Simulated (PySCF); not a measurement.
PySCF 2.14 output of an unrestricted CAM-B3LYP calculation on a single atom or ion in aug-cc-pVTZ-PP with ECP28MDF, with scalar relativity through the core potential:

```
SCF conv_tol = 1e-09
number electrons alpha = 10  beta = 4
    T. Yanai, D. P. Tew, and N. C. Handy.,  Chem. Phys. Lett. 393, 51 (2004)
cycle= 1 E= -79.8180760304523  delta_E= -0.00957  |g|= 0.035  |ddm|= 0.282
cycle= 2 E= -79.8567883534302  delta_E= -0.0387  |g|= 0.0848  |ddm|= 0.453
cycle= 3 E= -79.8212420264856  delta_E= 0.0355  |g|= 0.0454  |ddm|= 0.397
cycle= 4 E= -79.8120647157446  delta_E= 0.00918  |g|= 0.0518  |ddm|= 0.307
cycle= 5 E= -79.8124964425756  delta_E= -0.000432  |g|= 0.0484  |ddm|= 0.0314
cycle= 6 E= -79.8135848688642  delta_E= -0.00109  |g|= 0.00972  |ddm|= 0.116
cycle= 7 E= -79.8131119794568  delta_E= 0.000473  |g|= 0.00227  |ddm|= 0.076
cycle= 8 E= -79.8131014596995  delta_E= 1.05e-05  |g|= 0.000579  |ddm|= 0.0139
cycle= 9 E= -79.8131010108211  delta_E= 4.49e-07  |g|= 2.49e-05  |ddm|= 0.00242
cycle= 10 E= -79.8131010075129  delta_E= 3.31e-09  |g|= 2.85e-06  |ddm|= 0.000174
cycle= 11 E= -79.8131010075181  delta_E= -5.14e-12  |g|= 1.6e-06  |ddm|= 1.25e-05
converged SCF energy = -79.8131010075181  <S^2> = 12.000532  2S+1 = 7.0001519
```

The run itself started from symmetry-adapted Hartree-Fock orbitals and held the occupation by maximum overlap, on a logarithmic radial grid, so the iterations belong to that start.

Task: Which element, charge and spin multiplicity is this?

Result: Tc⁺ (technetium, charge +1), multiplicity 7; the state was [Kr] 4d4 5s1 5p1, one real determinant (an excited configuration).

⟨L²⟩ = 8.01 against 12 for a pure F term, so this real determinant mixes terms. Energies and moments cover only the electrons outside the core potential.
